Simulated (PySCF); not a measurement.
input.py for GeI2O

File input.py (PySCF 2.14):

```python
from pyscf import gto, dft

mol = gto.M(
    atom='Ge -0.7729 0 -0.557; O -2.0685 0 -1.4906; I -0.816 0 1.8791; I 1.5244 0 -1.3687',
    basis='def2-svp',
    ecp={'I': 'def2-svp'},
    charge=0,
    spin=0,
    verbose=4,
)
mf = dft.RKS(mol, xc='blyp')
mf.kernel()
mf.mulliken_pop()
mf.dip_moment()
print('orbital energies (hartree):', mf.mo_energy[..., max(0, mol.nelec[1]-3):mol.nelec[0]+3].round(4))
```

```bash
$ OMP_NUM_THREADS=1 python input.py
```

The log (some set-up lines removed):

```
PySCF version 2.14.0

[INPUT] verbose = 4
[INPUT] num. atoms = 4
[INPUT] num. electrons = 90
[INPUT] charge = 0
[INPUT] spin (= nelec alpha-beta = 2S) = 0
[INPUT] symmetry False subgroup None
[INPUT] Mole.unit = angstrom
[INPUT] Symbol           X                Y                Z      unit          X                Y                Z       unit  Magmom
[INPUT]  1 Ge    -0.772900000000   0.000000000000  -0.557000000000 AA   -1.460569321676   0.000000000000  -1.052577451383 Bohr   0.0
[INPUT]  2 O     -2.068500000000   0.000000000000  -1.490600000000 AA   -3.908898488663   0.000000000000  -2.816825761277 Bohr   0.0
[INPUT]  3 I     -0.816000000000   0.000000000000   1.879100000000 AA   -1.542016517645   0.000000000000   3.550984360670 Bohr   0.0
[INPUT]  4 I      1.524400000000   0.000000000000  -1.368700000000 AA    2.880698504287   0.000000000000  -2.586468146692 Bohr   0.0

nuclear repulsion = 573.831244951533
number of shells = 38
number of NR pGTOs = 220
number of NR cGTOs = 98
basis = def2-svp
ecp = {'I': 'def2-svp'}

******** <class 'pyscf.dft.rks.RKS'> ********
method = RKS
initial guess = minao
damping factor = 0
level_shift factor = 0
DIIS = <class 'pyscf.scf.diis.CDIIS'>
diis_start_cycle = 1
diis_space = 8
diis_damp = 0
SCF conv_tol = 1e-09
SCF conv_tol_grad = None
SCF max_cycles = 50
direct_scf = True
direct_scf_tol = 1e-13
XC library pyscf.dft.libxc version 7.0.0
    S. Lehtola, C. Steigemann, M. J.T. Oliveira, and M. A.L. Marques.,  SoftwareX 7, 1–5 (2018)
XC functionals = blyp
    A. D. Becke.,  Phys. Rev. A 38, 3098 (1988)
    C. Lee, W. Yang, and R. G. Parr.,  Phys. Rev. B 37, 785 (1988)
    B. Miehlich, A. Savin, H. Stoll, and H. Preuss.,  Chem. Phys. Lett. 157, 200 (1989)
radial grids:
    Treutler-Ahlrichs [JCP 102, 346 (1995); DOI:10.1063/1.469408] (M4) radial grids

becke partition: Becke, JCP 88, 2547 (1988); DOI:10.1063/1.454033
pruning grids: <function nwchem_prune>
grids dens level: 3
symmetrized grids: False
atomic radii adjust function: <function treutler_atomic_radii_adjust>
small_rho_cutoff = 0
Set gradient conv threshold to 3.16228e-05
Initial guess from minao.
tot grids = 78640
init E= -2684.9680110648
  HOMO = -0.936284130380234  LUMO = -0.931788098757514  gap/eV = 0.12234
cycle= 1 E= -2742.15795974083  delta_E= -57.2  |g|= 4.92  |ddm|=   13
  HOMO = 0.0594464396553689  LUMO = 0.105748791977287  gap/eV = 1.25995
cycle= 2 E= -2725.56863411271  delta_E= 16.6  |g|= 7.96  |ddm|= 23.1
  HOMO = 0.0656907297855634  LUMO = 0.0721214002222298  gap/eV = 0.17499
cycle= 3 E= -2743.70078505425  delta_E= -18.1  |g|= 2.97  |ddm|= 23.1
  HOMO = -0.180864379989555  LUMO = -0.162057690524476  gap/eV = 0.51176
cycle= 4 E= -2743.8565915944  delta_E= -0.156  |g|= 3.45  |ddm|= 12.4
  HOMO = -0.200817093258945  LUMO = -0.133883313535648  gap/eV = 1.82136
cycle= 5 E= -2746.59435515884  delta_E= -2.74  |g|= 1.57  |ddm|= 2.38
  HOMO = -0.246873102575571  LUMO = -0.158862789042112  gap/eV = 2.39488
cycle= 6 E= -2747.16134619041  delta_E= -0.567  |g|= 0.617  |ddm|= 1.45
  HOMO = -0.243556799521278  LUMO = -0.117943661511932  gap/eV = 3.41811
cycle= 7 E= -2747.19622324073  delta_E= -0.0349  |g|= 0.66  |ddm|= 1.28
  HOMO = -0.238277422468765  LUMO = -0.123323409904809  gap/eV = 3.12806
cycle= 8 E= -2747.29608092714  delta_E= -0.0999  |g|= 0.108  |ddm|= 0.546
  HOMO = -0.240673963483075  LUMO = -0.12995888715172  gap/eV = 3.01271
cycle= 9 E= -2747.29835366546  delta_E= -0.00227  |g|= 0.0571  |ddm|= 0.159
  HOMO = -0.238330861388937  LUMO = -0.129684678306042  gap/eV = 2.95641
cycle= 10 E= -2747.29910887006  delta_E= -0.000755  |g|= 0.0179  |ddm|= 0.0818
  HOMO = -0.238598466322875  LUMO = -0.12947862573522  gap/eV = 2.96930
cycle= 11 E= -2747.29918853599  delta_E= -7.97e-05  |g|= 0.00316  |ddm|= 0.0186
  HOMO = -0.238658144491323  LUMO = -0.129360923958876  gap/eV = 2.97413
cycle= 12 E= -2747.29919151605  delta_E= -2.98e-06  |g|= 0.000387  |ddm|= 0.00421
  HOMO = -0.238700816830192  LUMO = -0.129380587464786  gap/eV = 2.97475
cycle= 13 E= -2747.2991915556  delta_E= -3.95e-08  |g|= 8.28e-05  |ddm|= 0.000609
  HOMO = -0.238700485013912  LUMO = -0.129382976039105  gap/eV = 2.97468
cycle= 14 E= -2747.29919155728  delta_E= -1.68e-09  |g|= 1.6e-05  |ddm|= 0.000102
  HOMO = -0.238699145234736  LUMO = -0.129382102686409  gap/eV = 2.97467
cycle= 15 E= -2747.29919155736  delta_E= -8.41e-11  |g|= 1.85e-06  |ddm|= 2.74e-05
  HOMO = -0.238699273397743  LUMO = -0.129381893329862  gap/eV = 2.97468
Extra cycle  E= -2747.29919155736  delta_E= 2.27e-12  |g|= 7.16e-06  |ddm|= 8.74e-06
converged SCF energy = -2747.29919155736
 ** Mulliken pop  **
pop of  0 Ge 1s           1.99993
pop of  0 Ge 2s           1.99951
pop of  0 Ge 3s           1.99220
pop of  0 Ge 4s           1.28495
pop of  0 Ge 5s           0.06207
pop of  0 Ge 2px          1.99887
pop of  0 Ge 2py          1.99904
pop of  0 Ge 2pz          1.99892
pop of  0 Ge 3px          1.99133
pop of  0 Ge 3py          1.99036
pop of  0 Ge 3pz          1.99098
pop of  0 Ge 4px          0.47332
[86 lines left out]
 ** Mulliken atomic charges  **
charge of    0Ge =      0.42208
charge of    1O =     -0.34425
charge of    2I =     -0.03892
charge of    3I =     -0.03891
Dipole moment(X, Y, Z, Debye):  2.43007,  0.00000,  1.75103
orbital energies (hartree): [-0.256  -0.2539 -0.2387 -0.1294 -0.0966  0.0161]
```

In short: E(SCF) = -2747.299192 Eh, 15 cycles, μ(SCF) = 3.00 D.

Hardware: Arm Neoverse N1, 1 thread, shared host. Wall time 19 s.
